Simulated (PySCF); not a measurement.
## Structure from NMR data

Molecular formula: C₃H₁₂NOPSi₂. Simulated spectra:

1H NMR (400 MHz, computed): δ 6.60 (m, 1H), 6.30 (m, 1H), 6.12 (m, 1H), 4.69 (m, 6H), 1.44 (m, 3H).

13C{1H} NMR (computed): δ 131.5 (CH2), 129.9 (CH), 18.7 (CH3).

- shieldings: GIAO KT2/pcSseg-1
- geometry from PBE0-D3(BJ)/def2-SVP
- program: PySCF
- a single conformation, non-relativistic, one averaged value for each set of equivalent atoms, isolated molecule

Referencing at the same level of theory: 1H (σ = 31.18 ppm) and 13C (σ = 183.22 ppm) against TMS.

Propose a structure and justify it.

Results:


3 carbon signals for 3 carbons: no two carbons are equivalent. Carbon types of the structure: 1 × CH, 1 × CH2, 1 × CH3, leaving 6 H on heteroatoms. δC 131.5: terminal =CH2 carbon; the olefinic region. δC 129.9: alkene CH; an sp2 carbon of a C=C bond. δC 18.7: methyl carbon bonded to P. δH 6.60, 6.12: hydrogen on a terminal =CH2 carbon; attached to an sp2 carbon and in the plane of the double bond. δH 6.30: hydrogen on an alkene CH; attached to an sp2 carbon and in the plane of the double bond. δH 4.69: hydrogen on a silicon bonded to N. δH 1.44: hydrogen on a methyl carbon bonded to P.

The compound is `InChI=1S/C3H12NOPSi2/c1-3-6(2,5)4(7)8/h3H,1H2,2,7-8H3/t6-/m1/s1`.

The shifts were computed for this structure.

Splittings by 31P in the carbon and heteronuclear signals aren't shown, as no couplings were computed. Shifts are as computed. Against solution values, carbons near 30 ppm lie about +2 ppm off and those near 130 ppm about -5 ppm. Of 1313 compounds with measured shifts, 239 miss one by over three times the rms of a fit or turn the order of signals round; such compounds aren't used in these exercises. Multiplicities follow the n + 1 count of equivalent neighbours, as no J values were calculated; m marks all less simple cases, F and P coupling included.
